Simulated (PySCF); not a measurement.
C6H12O, triplet, geometry from GFN2-xTB (a higher spin typed on purpose: for a closed-shell molecule this is an excited state), with bond 11-2 at 1.3 times its length; PBE0/STO-3G in PySCF.

PySCF was given this input:
```python
from pyscf import gto, scf, dft

mol = gto.M(
    atom='''
C    -2.02710707   -1.59725888    0.34700618
C    -1.02880172   -0.45301862    0.56166129
C    -1.64092248    0.88290346    0.19633512
C     0.22064222   -0.69947597   -0.28703456
C     1.24750457    0.39780181   -0.01819008
C     2.62679557    0.06941484   -0.56263552
O     0.86172848    1.64434124   -0.09320444
H    -1.58715923   -2.54675061    0.64155769
H    -2.91896676   -1.42676290    0.94471751
H    -2.31757531   -1.65885591   -0.69948011
H    -0.64502832   -0.43199353    1.93203747
H    -2.13147259    0.85266467   -0.77403501
H    -2.32410619    1.25905767    0.95208232
H    -0.78146328    1.59319678    0.11443064
H    -0.05850937   -0.70929999   -1.35207859
H     0.67275280   -1.66213613   -0.04469136
H     3.30615374    0.87232885   -0.28969154
H     2.62016321   -0.02585255   -1.65484270
H     2.97127975   -0.86767403   -0.13098446
''',
    basis='sto-3g',
    spin=2,
    verbose=4,
)

mf = dft.UKS(mol)
mf.xc = 'pbe0'
mf.DIIS = scf.EDIIS
mf.kernel()
mf.analyze()
```

Problem. Write the output that PySCF gives for this input, abridged.

Solution. 
```
PySCF version 2.14.0

[INPUT] verbose = 4
[INPUT] num. atoms = 19
[INPUT] num. electrons = 56
[INPUT] charge = 0
[INPUT] spin (= nelec alpha-beta = 2S) = 2
[INPUT] symmetry False subgroup None
[INPUT] Mole.unit = angstrom
[INPUT] Symbol           X                Y                Z      unit          X                Y                Z       unit  Magmom
[...]
nuclear repulsion = 313.849572220216
number of shells = 33
number of NR pGTOs = 141
number of NR cGTOs = 47
basis = sto-3g
ecp = {}

******** <class 'pyscf.dft.uks.UKS'> ********
method = UKS
initial guess = minao
damping factor = 0
level_shift factor = 0
DIIS = <class 'pyscf.scf.diis.EDIIS'>
diis_start_cycle = 1
diis_space = 8
diis_damp = 0
SCF conv_tol = 1e-09
SCF conv_tol_grad = None
SCF max_cycles = 50
direct_scf = True
direct_scf_tol = 1e-13
number electrons alpha = 29  beta = 27
XC library pyscf.dft.libxc version 7.1.2
    S. Lehtola, C. Steigemann, M. J. T. Oliveira, and M. A. L. Marques,  SoftwareX 7, 1–5 (2018)
XC functionals = pbe0
    C. Adamo and V. Barone,  J. Chem. Phys. 110, 6158 (1999)
    M. Ernzerhof and G. E. Scuseria,  J. Chem. Phys. 110, 5029 (1999)
radial grids:
    Treutler-Ahlrichs [JCP 102, 346 (1995); DOI:10.1063/1.469408] (M4) radial grids

becke partition: Becke, JCP 88, 2547 (1988); DOI:10.1063/1.454033
pruning grids: <function nwchem_prune>
grids dens level: 3
symmetrized grids: False
atomic radii adjust function: <function treutler_atomic_radii_adjust>
small_rho_cutoff = 0
Set gradient conv threshold to 3.16228e-05
tot grids = 216488
init E= -307.272452264158

cycle= 1 E= -306.634483635259  delta_E= 0.638  |g|= 0.327  |ddm|= 3.74
cycle= 2 E= -306.557184989848  delta_E= 0.0773  |g|= 0.545  |ddm|= 1.14

cycle= 3 E= -306.73822066496  delta_E= -0.181  |g|= 0.115  |ddm|= 0.819

cycle= 4 E= -306.738220662972  delta_E= 1.99e-09  |g|= 0.115  |ddm|= 1.83e-08

cycle= 5 E= -306.73822066528  delta_E= -2.31e-09  |g|= 0.115  |ddm|= 2.12e-08

cycle= 6 E= -306.738220667738  delta_E= -2.46e-09  |g|= 0.115  |ddm|= 2.26e-08

cycle= 7 E= -306.738220661202  delta_E= 6.54e-09  |g|= 0.115  |ddm|= 6e-08

cycle= 8 E= -306.738220664904  delta_E= -3.7e-09  |g|= 0.115  |ddm|= 3.4e-08

cycle= 9 E= -306.738220673063  delta_E= -8.16e-09  |g|= 0.115  |ddm|= 7.49e-08

cycle= 10 E= -306.729266069804  delta_E= 0.00895  |g|= 0.163  |ddm|= 0.142
cycle= 11 E= -306.73266128749  delta_E= -0.0034  |g|= 0.159  |ddm|= 0.401
cycle= 12 E= -306.748361721802  delta_E= -0.0157  |g|= 0.0147  |ddm|= 0.197
cycle= 13 E= -306.748361721806  delta_E= -3.87e-12  |g|= 0.0147  |ddm|= 1.3e-09
cycle= 14 E= -306.748361721788  delta_E= 1.85e-11  |g|= 0.0147  |ddm|= 6.3e-09
cycle= 15 E= -306.748361721777  delta_E= 1.06e-11  |g|= 0.0147  |ddm|= 3.74e-09
cycle= 16 E= -306.748361721781  delta_E= -4.09e-12  |g|= 0.0147  |ddm|= 1.03e-09
cycle= 17 E= -306.748361721779  delta_E= 1.93e-12  |g|= 0.0147  |ddm|= 3.37e-10
cycle= 18 E= -306.748361721792  delta_E= -1.24e-11  |g|= 0.0147  |ddm|= 4.36e-09
cycle= 19 E= -306.746337369338  delta_E= 0.00202  |g|= 0.0582  |ddm|= 0.0849
cycle= 20 E= -306.748226704823  delta_E= -0.00189  |g|= 0.0237  |ddm|= 0.102
cycle= 21 E= -306.748467010782  delta_E= -0.00024  |g|= 0.0133  |ddm|= 0.0178
cycle= 22 E= -306.748467004935  delta_E= 5.85e-09  |g|= 0.0133  |ddm|= 4.47e-07
cycle= 23 E= -306.748467004738  delta_E= 1.97e-10  |g|= 0.0133  |ddm|= 1.52e-08
cycle= 24 E= -306.748467004916  delta_E= -1.78e-10  |g|= 0.0133  |ddm|= 1.37e-08
cycle= 25 E= -306.748467004535  delta_E= 3.8e-10  |g|= 0.0133  |ddm|= 2.91e-08
cycle= 26 E= -306.748467004632  delta_E= -9.66e-11  |g|= 0.0133  |ddm|= 7.51e-09
cycle= 27 E= -306.748467009112  delta_E= -4.48e-09  |g|= 0.0133  |ddm|= 3.42e-07
cycle= 28 E= -306.748399364497  delta_E= 6.76e-05  |g|= 0.0169  |ddm|= 0.039
cycle= 29 E= -306.748584075102  delta_E= -0.000185  |g|= 0.00154  |ddm|= 0.0233
cycle= 30 E= -306.748584075206  delta_E= -1.05e-10  |g|= 0.00154  |ddm|= 7.27e-08
[...]
SCF not converged.
Total Energy =                        -306.748585727944374
[...]
[...]
To work with the spin densities directly, `use mulliken_meta_spin()` only printing them here.

 ** Mulliken spin pop alpha/beta on meta-lowdin orthogonal AOs **
 ** Mulliken Spin Density (per AO)  **
spin_pop of  0 C 1s        0.00000
spin_pop of  0 C 2s        0.00207
spin_pop of  0 C 2px       0.00331
spin_pop of  0 C 2py       0.00418
spin_pop of  0 C 2pz       0.00051
spin_pop of  1 C 1s        0.00000
spin_pop of  1 C 2s        0.00103
spin_pop of  1 C 2px       0.00340
spin_pop of  1 C 2py      -0.00198
spin_pop of  1 C 2pz      -0.00054
spin_pop of  2 C 1s       -0.00000
spin_pop of  2 C 2s        0.00764
spin_pop of  2 C 2px       0.03684
spin_pop of  2 C 2py       0.03184
spin_pop of  2 C 2pz       0.00267
spin_pop of  3 C 1s        0.00000
spin_pop of  3 C 2s        0.00363
spin_pop of  3 C 2px       0.02753
spin_pop of  3 C 2py       0.02293
spin_pop of  3 C 2pz      -0.00705
spin_pop of  4 C 1s       -0.00001
spin_pop of  4 C 2s        0.07002
spin_pop of  4 C 2px       0.01174
spin_pop of  4 C 2py      -0.00215
spin_pop of  4 C 2pz       0.60427
spin_pop of  5 C 1s        0.00000
spin_pop of  5 C 2s        0.00720
spin_pop of  5 C 2px       0.03454
spin_pop of  5 C 2py       0.00450
spin_pop of  5 C 2pz      -0.00295
spin_pop of  6 O 1s       -0.00000
spin_pop of  6 O 2s        0.01243
spin_pop of  6 O 2px       0.75309
spin_pop of  6 O 2py       0.06786
spin_pop of  6 O 2pz       0.25061
spin_pop of  7 H 1s       -0.00006
spin_pop of  8 H 1s        0.00002
spin_pop of  9 H 1s       -0.00039
spin_pop of  10 H 1s        0.00103
spin_pop of  11 H 1s       -0.00156
spin_pop of  12 H 1s       -0.00061
spin_pop of  13 H 1s       -0.01813
spin_pop of  14 H 1s        0.02786
spin_pop of  15 H 1s        0.00211
spin_pop of  16 H 1s        0.00172
spin_pop of  17 H 1s        0.03123
spin_pop of  18 H 1s        0.00760
 ** Mulliken Spin Density (per atom)  **
spin density of  0 C =      0.01007
spin density of  1 C =      0.00192
spin density of  2 C =      0.07900
spin density of  3 C =      0.04704
spin density of  4 C =      0.68387
spin density of  5 C =      0.04330
spin density of  6 O =      1.08399
spin density of  7 H =     -0.00006
spin density of  8 H =      0.00002
spin density of  9 H =     -0.00039
spin density of  10 H =      0.00103
spin density of  11 H =     -0.00156
spin density of  12 H =     -0.00061
spin density of  13 H =     -0.01813
spin density of  14 H =      0.02786
spin density of  15 H =      0.00211
spin density of  16 H =      0.00172
spin density of  17 H =      0.03123
spin density of  18 H =      0.00760
 ** Mulliken pop alpha/beta on meta-lowdin orthogonal AOs **
 ** Mulliken pop       alpha | beta **
In total            29.00000 | 27.00000
 ** Mulliken atomic charges   ( Nelec_alpha | Nelec_beta ) **
charge of  0C =     -0.15408  (     3.08207      3.07200 )
charge of  1C =      0.02749  (     2.98722      2.98529 )
charge of  2C =     -0.16355  (     3.12127      3.04228 )
charge of  3C =     -0.08600  (     3.06652      3.01948 )
charge of  4C =     -0.04803  (     3.36595      2.68208 )
charge of  5C =     -0.14931  (     3.09631      3.05301 )
charge of  6O =      0.00048  (     4.54175      3.45776 )
charge of  7H =      0.04874  (     0.47560      0.47566 )
charge of  8H =      0.04992  (     0.47505      0.47503 )
charge of  9H =      0.04796  (     0.47583      0.47622 )
charge of  10H =      0.00413  (     0.49845      0.49742 )
charge of  11H =      0.04861  (     0.47491      0.47648 )
charge of  12H =      0.05180  (     0.47380      0.47441 )
charge of  13H =      0.06412  (     0.45887      0.47701 )
charge of  14H =      0.04304  (     0.49241      0.46455 )
charge of  15H =      0.05230  (     0.47490      0.47280 )
charge of  16H =      0.05498  (     0.47337      0.47165 )
charge of  17H =      0.04918  (     0.49102      0.45979 )
charge of  18H =      0.05822  (     0.47469      0.46709 )
Dipole moment(X, Y, Z, Debye): -0.01087, -0.79259, -0.55398
```

Convergence was not reached.
